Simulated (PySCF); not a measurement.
A structure optimised at ωB97X-D3(BJ)/def2-SVP, used in a PySCF frequency run:

```
N
C 1 1.2693
H 2 1.1044 1 120.95
C 1 1.4208 2 120.87 3 -1.72
F 4 1.4034 1 114.34 2 5.31
H 4 1.1050 5 106.79 3 -123.73
C 2 1.4988 3 117.31 1 179.72
H 7 1.0987 2 110.30 3 -179.86
H 7 1.1027 8 109.43 2 -121.55
H 7 1.1028 8 109.45 9 -116.88
Si 4 1.9134 6 111.39 5 117.21
H 11 1.4888 4 109.90 6 57.77
H 11 1.4891 12 110.46 4 -118.57
H 11 1.4903 12 109.69 13 -121.33
```
Charge 0, spin multiplicity 1.

Task: Write its SMILES and formula.

Result: C/C=N/[C@H](F)[SiH3], C3H8FNSi

Task: What are its rotational constants (standard atomic weights)?

Result: 5.0663, 1.5478, 1.2972 GHz
